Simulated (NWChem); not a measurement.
System: LaF$_{2}$ cation; SMILES [F][La+][F]

NWChem input:

```
start job
memory heap 200 mb stack 900 mb global 1100 mb
charge 1
geometry units angstroms noautoz
  La    -0.000704    -0.048516     0.000000
  F     -1.671100     1.159409     0.000000
  F      1.694626     1.124162     0.000000
end
basis spherical
  La library def2-svpd
  F library def2-svpd
end
ecp
  La library def2-ecp
end
dft
  xc xpbe96 cpbe96
  iterations 150
end
tddft
  nroots 6
end
task tddft energy
```

The geometry was optimised at PBE0/def2-SVP. The spin multiplicity was typed, not searched, and may not be the lowest. def2 effective core potentials on La; no spin-orbit coupling.

Vertical excitations in the gas phase.

Q: What results follow from this input? (PBE/def2-SVPD with def2 effective core potentials on La, full TDDFT.) Quantities: lowest excitation, singlet (eV); oscillator strength of that lowest state; lowest triplet (eV); orbital gap (eV).

A: 
| Property | Result |
|---|---|
| lowest excitation, singlet (eV) | 5.79 |
| oscillator strength of that lowest state | 0.000 |
| lowest triplet (eV) | 5.74 |
| orbital gap (eV) | 5.78 |
